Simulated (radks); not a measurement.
Results of a calculation; reference values are marked as such.
Problem. The mean radii <r> (bohr) of the occupied orbitals of an atom or ion are listed with their occupations. Level of theory: scalar-relativistic Kohn-Sham, SCAN, spin-polarised, spherical densities, finite nucleus; meta-GGA in the generalised Kohn-Sham scheme; Fermi nuclear charge, rms radius of each element as measured or else 0.836 A^(1/3) + 0.57 fm (a radial shooting solver on a logarithmic mesh with Libxc functionals).

orbital  occ.     <r>
1s up       1  0.1764
1s down     1  0.1757
2s up       1  0.9488
2s down     1  0.9760
2p up       3  0.9583
2p down     1   1.018

Name the element and its charge. Open shells, if any, are filled with parallel spins first.

Solution. Z = 9, fluorine, charge +1: F+ in [He] 2s2 2p4. The 1s radius gives Z: for a bare nucleus <r> = (2 gamma + 1)/(2Z) with gamma = sqrt(1 - (Z/c)^2), 0.1664 bohr for Z = 9, and screening makes it slightly larger (0.1764 here). The occupations add up to 8, and the charge is Z minus that.
